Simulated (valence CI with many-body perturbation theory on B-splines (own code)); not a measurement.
## Co¹³⁺: calculated level list

Method: valence CI with perturbative core correlation (CI+MBPT): four valence electrons over a frozen Dirac-Fock core [Ne], radial functions for each j: 11 s, 11 p, 9 d, 7 f, 5 g, 2 h, 1 i, with the one-electron correlation potential Σ1 (screened to all orders), the two-electron term Σ2, the three-electron term Σ3, Breit, model QED; selected single and double excitations, second order for the rest (own B-spline code, finite nucleus).

No measured spectrum was set against this ion. As an estimate, levels of excited configurations hold to 0.05 to 0.15 % of their energy, terms of the ground configuration to about 0.5 %.

Levels 1 to 45 of 71, with energies above the lowest level, 3s²3p² ³P_0. "Leading %" is the weight of the configuration and term that name the level; weights of strongly mixed levels are sums over their largest components and can fall short. In the jj column 3d3/2^4 stands for four electrons in 3d with j = 3/2. Lifetimes count E1, E2, E3, M1 and M2 decay at the calculated energies, and are blank where another channel may lead or the interval is too uncertain; long ones can be off by a factor of two.

```
No.  Configuration  Term  J  E (eV)  Leading %  Lifetime                   Leading jj
  1         3s²3p²    ³P  0   0.000         93                    3s^2 3p1/2^2 (82 %)
  2         3s²3p²    ³P  1   1.468         97   34.9 ms      3s^2 3p1/2 3p3/2 (97 %)
  3         3s²3p²    ³P  2   2.813         86   65.5 ms      3s^2 3p1/2 3p3/2 (65 %)
  4         3s²3p²    ¹D  2   6.822         85   3.71 ms          3s^2 3p3/2^2 (65 %)
  5         3s²3p²    ¹S  0  12.558         91    580 μs          3s^2 3p3/2^2 (81 %)
  6          3s3p³   ⁵S°  2  29.010         98   46.4 ns      3s 3p1/2 3p3/2^2 (52 %)
  7          3s3p³   ³D°  1  38.541         83    492 ps      3s 3p1/2^2 3p3/2 (38 %)
  8          3s3p³   ³D°  2  38.566         82    547 ps      3s 3p1/2 3p3/2^2 (57 %)
  9          3s3p³   ³D°  3  39.042         88    635 ps      3s 3p1/2 3p3/2^2 (88 %)
 10          3s3p³   ³P°  0  44.138         89    208 ps      3s 3p1/2 3p3/2^2 (89 %)
 11          3s3p³   ³P°  1  44.265         85    207 ps      3s 3p1/2 3p3/2^2 (61 %)
 12          3s3p³   ³P°  2  44.372         75    232 ps            3s 3p3/2^3 (47 %)
 13          3s3p³   ¹D°  2  48.602         52    160 ps      3s 3p1/2 3p3/2^2 (38 %)
 14          3s3p³   ³S°  1  55.380         72   16.1 ps      3s 3p1/2 3p3/2^2 (54 %)
 15        3s²3p3d   ³F°  2  57.187         96   1.18 ns      3s^2 3p1/2 3d3/2 (75 %)
 16        3s²3p3d   ³F°  3  58.217         96   2.02 ns      3s^2 3p1/2 3d5/2 (52 %)
 17          3s3p³   ¹P°  1  58.679         65   21.9 ps            3s 3p3/2^3 (54 %)
 18        3s²3p3d   ³F°  4  59.769         97                3s^2 3p3/2 3d5/2 (97 %)
 19        3s²3p3d   ³P°  2  64.582         44   18.3 ps      3s^2 3p1/2 3d5/2 (67 %)
 20        3s²3p3d   ³P°  1  65.741         49   16.6 ps      3s^2 3p1/2 3d3/2 (61 %)
 21        3s²3p3d   ¹D°  2  66.484         34   16.2 ps      3s^2 3p3/2 3d5/2 (36 %)
 22        3s²3p3d   ³P°  0  66.843         88   20.2 ps      3s^2 3p3/2 3d3/2 (88 %)
 23        3s²3p3d   ³D°  1  67.458         48   15.5 ps      3s^2 3p3/2 3d3/2 (76 %)
 24        3s²3p3d   ³D°  3  67.782         85   14.1 ps      3s^2 3p3/2 3d5/2 (54 %)
 25        3s²3p3d   ³D°  2  67.851         62   15.0 ps      3s^2 3p3/2 3d3/2 (46 %)
 26        3s²3p3d   ¹F°  3  74.069         95   13.2 ps      3s^2 3p3/2 3d3/2 (39 %)
 27        3s²3p3d   ¹P°  1  75.943         85   16.6 ps      3s^2 3p3/2 3d5/2 (62 %)
 28            3p⁴    ³P  2  80.376         53    105 ps       3p1/2^2 3p3/2^2 (58 %)
 29            3p⁴    ³P  1  82.339         58    101 ps         3p1/2 3p3/2^3 (58 %)
 30            3p⁴    ³P  0  82.716         57   97.0 ps       3p1/2^2 3p3/2^2 (32 %)
 31            3p⁴    ¹D  2  83.861         57    154 ps         3p1/2 3p3/2^3 (59 %)
 32        3s3p²3d    ⁵F  1  84.450         97   8.03 ns      3s 3p1/2^2 3d3/2 (42 %)
 33        3s3p²3d    ⁵F  2  84.791         95   8.95 ns  3s 3p1/2 3p3/2 3d3/2 (46 %)
 34        3s3p²3d    ⁵F  3  85.333         94   13.0 ns  3s 3p1/2 3p3/2 3d3/2 (43 %)
 35        3s3p²3d    ⁵F  4  86.105         95   65.9 ns  3s 3p1/2 3p3/2 3d5/2 (64 %)
 36        3s3p²3d    ⁵F  5  87.089         99   54.4 ns      3s 3p3/2^2 3d5/2 (57 %)
 37        3s3p²3d    ⁵D  0  87.641         98   2.10 ns  3s 3p1/2 3p3/2 3d3/2 (82 %)
 38        3s3p²3d    ⁵D  1  87.733         96   1.58 ns  3s 3p1/2 3p3/2 3d3/2 (63 %)
 39        3s3p²3d    ⁵D  2  87.891         92   1.11 ns  3s 3p1/2 3p3/2 3d3/2 (39 %)
 40        3s3p²3d    ⁵D  3  88.132         87    971 ps  3s 3p1/2 3p3/2 3d3/2 (26 %)
 41        3s3p²3d    ⁵D  4  88.567         86   15.0 ns  3s 3p1/2 3p3/2 3d5/2 (56 %)
 42        3s3p²3d    ³F  2  90.583         91   1.11 ns  3s 3p1/2 3p3/2 3d3/2 (37 %)
 43        3s3p²3d    ³F  3  91.279         87   1.03 ns  3s 3p1/2 3p3/2 3d5/2 (35 %)
 44        3s3p²3d    ³F  4  92.344         83   1.78 ns      3s 3p3/2^2 3d5/2 (69 %)
 45        3s3p²3d    ⁵P  3  93.653         95   17.1 ps  3s 3p1/2 3p3/2 3d5/2 (50 %)
```

Names give the largest LS component (configuration and term), which can be under half, so a name can repeat, a term be missing and a line seem to break the LS rules; names also repeat where a configuration has a term twice.

The ionisation energy to 3s²3p ²P°1/2 of the next ion comes out as 409.37 eV (NIST: 410 ± 1 eV (semi-empirical)). All 71 levels together are meant to be complete up to 109.209 eV.
